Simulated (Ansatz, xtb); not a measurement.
## Two isomers of C2H4O4S

Structure a: `O=C(O)C[SH](=O)=O`, a singlet. Structure b: `CS(=O)(=O)OC=O`, a singlet. Both are isolated molecules in the gas phase, relaxed with B3LYP-D3(BJ)/def2-SVP, each in the lowest conformer that the search found.

a (Å):

```xyz
11

C     0.2721    0.8474    0.9316
C    -0.5388   -0.0473    1.8368
O     0.5227    1.9965    1.2013
O     0.6544    0.2368   -0.1931
O    -2.8006    0.9677    0.8837
O    -2.7842    0.0477    3.2766
S    -2.1423    0.7570    2.1724
H     1.1447    0.8886   -0.7258
H    -0.0388   -0.1788    2.8067
H    -0.7861   -1.0195    1.3913
H    -1.6745    1.9774    2.6234
```

b (Å):

```xyz
11

C    -0.1397    2.0027    0.3788
C     0.5039   -0.9951   -0.6165
O     2.3038    1.5071   -0.5639
O     1.9109    1.3689    1.9459
O     1.0361   -0.4470    0.5050
O     0.0534   -0.3985   -1.5492
S     1.4568    1.2235    0.5786
H     0.0481    3.0817    0.4652
H    -0.5197    1.7342   -0.6135
H    -0.7912    1.6532    1.1890
H     0.5335   -2.1002   -0.5108
```

Energies in hartree; the thermal terms are from GFN2-xTB frequencies at re-optimised GFN2-xTB minima (ideal gas, soft modes damped towards free rotors, one conformer each, 298.15 K, 1 atm) and include the zero-point energy:

```
                              a           b
E, CCSD(T)/def2-SVP  −775.739092  −775.736522
    E, MP2/def2-SVP  −775.675380  −775.673985
  E, MP2/def2-TZVPP  −776.640794  −776.641981
  zero-point energy     0.067738     0.068177
       H(298 K) − E     0.076094     0.077044
       G(298 K) − E     0.035196     0.035787
```

Task: Correct the CCSD(T) difference for the basis set by the MP2 change, then work out ΔE, ΔE₀, ΔH and ΔG for a → b in kJ/mol (1 Eh = 2625.50 kJ/mol) and the equilibrium ratio [b]/[a].

Result: 1. Differences b − a: CCSD(T) +0.002570, MP2 in the small set +0.001395, MP2 in the large set −0.001187 Eh.
2. ΔE = +0.002570 + (−0.001187 − (+0.001395)) = −0.000012 Eh = −0.03 kJ/mol.
3. ΔE₀ = ΔE + ΔZPE = −0.000012 + (+0.000439) Eh = +1.12 kJ/mol.
4. ΔH = ΔE + (+0.000950) Eh = +2.46 kJ/mol.
5. ΔG = ΔE + (+0.000591) Eh = +1.52 kJ/mol, so ΔS = (ΔH − ΔG)/T = +3.2 J/(mol K).
6. kT = 0.9442 mEh, so K = [b]/[a] = exp(−ΔG/kT) = exp(−0.61) ≈ 0.54.

The two are too close for this level to say which is favoured. An error of 4 kJ/mol in ΔG would change K by a factor of 5. Mirror images and further conformers aren't counted.

As drawn, b has 1 O–S, 2 C–H in place of 1 C–C, 1 O–H, 1 S–H.

Other levels gave ΔE = −80.7 (GFN2-xTB); −39.0 (HF/STO-3G, GFN2-xTB geometries); −2.5 (r2SCAN-D4/def2-SVP, GFN2-xTB geometries); +3.3 (B3LYP-D3(BJ)/def2-SVP); +20.3 (HF/def2-SVP); +3.7 (MP2/def2-SVP); +6.7 (CCSD(T)/def2-SVP) kJ/mol. The correlated steps freeze 11 core orbitals. Programs: Ansatz 0.2.0, xtb 6.7.1.
